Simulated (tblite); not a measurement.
H$_{2}$Ge, triplet, at a GFN2-xTB geometry (the spin is typed, not shown lowest); tblite with GFN1-xTB.

The tblite input:
```
$ tblite run mol.xyz --method gfn1 --charge 0 --spin 2 --guess eeq --json tblite.json --no-restart

# file mol.xyz
3

Ge     0.00156420     0.00038405     0.05289050
H     -0.06808960    -1.28693347    -0.83567441
H      0.01803519     1.27464401    -0.85682148
```

Output, abridged:

```
xTB calculator
 | screened Coulomb repulsion
 | Coulomb electrostatics
 |  * isotropic Klopman-Ohno-Mataga-Nishimoto electrostatics
 |  * onsite third-order electrostatics
 | DFT-D3(BJ) dispersion correction

halogen bonding energy    0.0000000000000E+00 Eh
repulsion energy          8.6261021461985E-03 Eh
dispersion energy        -3.2213669529426E-04 Eh
number of electrons       6.0000000000000E+00 e
integral cutoff           4.0000000000000E+01 bohr

------------------------------------------------------------
  cycle        total energy    energy error   density error
------------------------------------------------------------
      1     -2.551048968855  -2.5593529E+00   2.9015209E-01
      2     -2.601660188882  -5.0611220E-02   9.1569182E-02
      3     -2.602050343680  -3.9015480E-04   4.1153301E-02
      4     -2.602097628338  -4.7284658E-05   7.5514920E-03
      5     -2.602097587207   4.1131072E-08   2.0280544E-03
      6     -2.602097698946  -1.1173953E-07   6.2633526E-05
      7     -2.602097699683  -7.3683637E-10   3.6713832E-06
------------------------------------------------------------

electronic energy        -2.6104016651342E+00 Eh
total energy             -2.6020976996833E+00 Eh

Post processing:
 | Mayer-Wiberg bond orders

[Info] JSON dump of results written to 'tblite.json'
```
